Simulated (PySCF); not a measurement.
Species: C₅H₁₆N₂Si₂.
Atom-mapped SMILES: `[CH3:1][CH2:2][C@@H:3]1[CH2:4][Si@H:5]([NH:6][CH3:7])[NH:8][SiH2:9]1`

Structure used (PBE0-D3(BJ)/def2-SVP), in Å, numbered top down from 1:
```
atom  x, y, z in Å
C1    -4.3188   -0.1842    0.5564
C2    -3.0419    0.4011   -0.0263
C3    -1.7654   -0.2285    0.5276
C4    -0.4723    0.4067   -0.0144
Si5    1.0122   -0.7098    0.3430
N6     2.3000   -0.6362   -0.8016
C7     3.6679   -0.2536   -0.5632
N8     0.1518   -2.2296    0.3241
Si9   -1.5839   -2.1027    0.2533
H10   -5.2139    0.3120    0.1518
H11   -4.3439   -0.0769    1.6529
H12   -4.4128   -1.2600    0.3313
H13   -3.0498    0.2858   -1.1253
H14   -3.0157    1.4904    0.1580
H15   -1.7712   -0.1105    1.6292
H16   -0.5349    0.4941   -1.1161
H17   -0.3305    1.4346    0.3618
H18    1.6858   -0.3994    1.6455
H19    2.0925   -0.8506   -1.7709
H20    3.9593    0.6699   -1.0977
H21    4.3884   -1.0419   -0.8502
H22    3.8170   -0.0601    0.5102
H23    0.6377   -3.1174    0.3847
H24   -2.2623   -2.9350    1.2986
H25   -2.1620   -2.5221   -1.0701
```

NICS = −σ at a ghost point: NICS(0) at the centroid of the ring atoms, NICS(1) 1 Å to either side along the normal of their mean plane, zz for the tensor component along that normal. Level: GIAO KT3/pcSseg-1 (PySCF, non-relativistic, gas phase) on the PBE0-D3(BJ)/def2-SVP geometry, one conformer.

Ring bond lengths (Å): C3–C4 1.539, C4–Si5 1.892, Si5–N8 1.746, N8–Si9 1.742, Si9–C3 1.903.

Task: Give the NICS values of each ring in ppm.

Result: 
```
            ring                                                      type  NICS(0)  NICS(1), two faces  NICS(1)zz, two faces  rms pucker (Å)  centre to ring atoms, mean (Å)
C3–C4–Si5–N8–Si9  5-membered ring with N and 2 Si; formal bonds all single     -5.4         -2.9 / -3.2            0.9 / -0.5            0.17                            1.48
```

Task: What can be read from them?

Result: 
- C3–C4–Si5–N8–Si9: mean NICS(1)zz 0.2 ppm, near zero. C3, C4, Si5, Si9 have four or more neighbours, and the NICS criterion for π rings isn't applied.

Task: Give the inner angles of the rings.

Result: 
- C3–C4–Si5–N8–Si9: C3 106.0°, C4 110.4°, Si5 97.2°, N8 115.3°, Si9 99.3°; sum 528.2° against 540° for a flat convex ring.

Task: What are the shieldings of the ring atoms and their hydrogens in the same run (means over atoms taken as equivalent)?

Result: 
```csv
atoms,environment,σ isotropic (ppm)
C3,sp3 carbon bound to silicon,155.5
C4,sp3 carbon bound to silicon,160.8
Si5,SiH silicon,373.6
N8,nitrogen bridging silicon atoms,228.7
Si9,SiH2 silicon,391.0
H15,methine hydrogen,30.27
H16,methylene hydrogen,31.09
H17,methylene hydrogen,30.30
H18,Si–H hydrogen,26.46
H23,N–H hydrogen,31.18
H24,Si–H hydrogen,26.52
H25,Si–H hydrogen,26.75
```

Task: How do the values depend on the level or the medium?

Result: 
```json
{"level": "KT3/pcSseg-1, gas", "NICS(0), C3–C4–Si5–N8–Si9": "-5.4", "mean NICS(1)zz, C3–C4–Si5–N8–Si9": "0.2"}
{"level": "PBE0/pcSseg-1, gas", "NICS(0), C3–C4–Si5–N8–Si9": "-5.5", "mean NICS(1)zz, C3–C4–Si5–N8–Si9": "0.2"}
{"level": "PBE0/pcSseg-1, IEF-PCM dichloromethane", "NICS(0), C3–C4–Si5–N8–Si9": "-5.5", "mean NICS(1)zz, C3–C4–Si5–N8–Si9": "0.2"}
{"level": "PBE0/pcSseg-1, IEF-PCM tetrahydrofuran", "NICS(0), C3–C4–Si5–N8–Si9": "-5.5", "mean NICS(1)zz, C3–C4–Si5–N8–Si9": "0.2"}
```

The geometry is the same throughout; the continuum's cavity takes Bondi-type radii × 1.2.

The run took 64 s of wall time on an Arm Neoverse V2 with one thread, shared host with 96 logical CPUs at a one-minute load of 52, and the process peaked at 1.0 GiB of memory. This is the whole shielding run at KT3/pcSseg-1, SCF included.
